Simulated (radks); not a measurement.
Values are calculated unless marked as measured or tabulated.
Problem. Numerical settings for the neodymium ion Nd3+, [Xe] 4f3. Code: a radial shooting solver on a logarithmic mesh with Libxc functionals. Model: scalar-relativistic Kohn-Sham, r2SCAN, spin-unpolarised, spherical densities, finite nucleus; meta-GGA in the generalised Kohn-Sham scheme; Fermi nuclear charge, rms radius 4.9123 fm. The defaults (mesh step 0.008 in ln r, mesh end at 40 bohr or more with all orbitals vanishing there, Anderson mixing 0.5 over 9 steps, residual threshold near 1e-9 with the energy settled to 1e-9 hartree or 1e-11 of itself, here a cap of 85 iterations) give E = -9623.125 hartree and 4f at -30.216 eV in 11 iterations. Run on one thread of a shared host, so times are rough (Arm Neoverse V2): 0.1 s of CPU time, 0.1 s wall, 11 iterations on 2213 mesh points. One setting is changed at a time: mesh step in ln r 0.2; mesh step in ln r 0.005; mesh step in ln r 0.012; mesh end (bohr) 5; mesh end (bohr) 12; residual threshold 0.01; residual threshold 1e-05; mixing 1; linear mixing, mixing 0.05; linear mixing, mixing 0.2; mixing history 2; iteration cap 5. Which runs fail to converge, and which converge to a wrong energy?

Solution. Not converged within the cap: mesh step in ln r 0.2; linear mixing, mixing 0.05; iteration cap 5. Settings that end as converged yet miss the energy by more than 1 mhartree: mesh end (bohr) 5 (+0.00176 hartree).
